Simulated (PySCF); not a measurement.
# Core-level binding energies of `CC(C)OC1[SiH2]C[SiH2]1`

C5H14OSi2.
Bonds: C1–C2, C2–C3, C2–O4, O4–C5, C5–Si6, Si6–C7, C7–Si8, C5–Si8. Hydrogens: H9, H10, H11 on C1; H12 on C2; H13, H14, H15 on C3; H16 on C5; H17, H18 on Si6; H19, H20 on C7; H21, H22 on Si8.

Theory: delta-SCF UKS SCAN, pcX-2 on the ionised atom, pcseg-1 elsewhere, spin-free X2C in PySCF 2.14.0. These are vertical core ionisation energies against the vacuum level, from separate self-consistent calculations with and without the core hole.

Task: Give the core binding energies atom by atom.

Result: 
| atom(s) | environment | level | binding energy (eV) | 2p1/2 (eV) | above the level's lowest (eV) | count |
| --- | --- | --- | --- | --- | --- | --- |
| Si6/Si8 | SiH2 silicon | Si 2p3/2 | 106.28 | 106.90 | 0.00 | 2 |
| C7 | sp3 carbon bound to silicon | C 1s | 289.62 | – | 0.00 | 1 |
| C1/C3 | methyl carbon | C 1s | 290.46 | – | +0.84 | 2 |
| C5 | sp3 carbon bound to oxygen | C 1s | 290.69 | – | +1.07 | 1 |
| C2 | sp3 carbon bound to oxygen | C 1s | 291.78 | – | +2.16 | 1 |
| O4 | ether oxygen | O 1s | 537.81 | – | 0.00 | 1 |
| Si6/Si8 | SiH2 silicon | Si 1s | 1846.06 | – | 0.00 | 2 |

Lowest listed C 1s: C7, bonded to 2 H and 2 Si. Highest, 2.16 eV above it: C2, bonded to O, 2 C and H. The widest gap between neighbouring values is 1.09 eV, between 290.69 and 291.78 eV.

Task: Which photon energy gives electrons from C 1s of C1/C3 a kinetic energy of 200 eV, and what is their de Broglie wavelength?

Result: hν = 290.46 + 200 = 490.46 eV, recoil neglected; λ = 12.264 Å/√(E/eV) = 0.87 Å.

Topologically equivalent atoms share the value of their first member; where this conformer doesn't relate them by symmetry, their own values could differ. The 2p values add to the ΔSCF energy of one spin-free hole a correction within the shell (spin–orbit coupling, ligand field). 2p1/2 minus 2p3/2 (ligand field included): Si 0.62 eV. One conformer (not necessarily the lowest) at the PBE0-D3(BJ)/def2-SVP geometry, without solvent, vibrations or thermal averaging.

Hardware: Arm Neoverse N1, one thread, shared host with 64 logical CPUs at a one-minute load of 62. Cost: 5.5 min, 0.72 GiB resident at most.

Conformer computed: `[CH3:1][CH:2]([CH3:3])[O:4][CH:5]1[SiH2:6][CH2:7][SiH2:8]1`: C1–C2–O4–C5 71°, C2–O4–C5–Si6 59°.
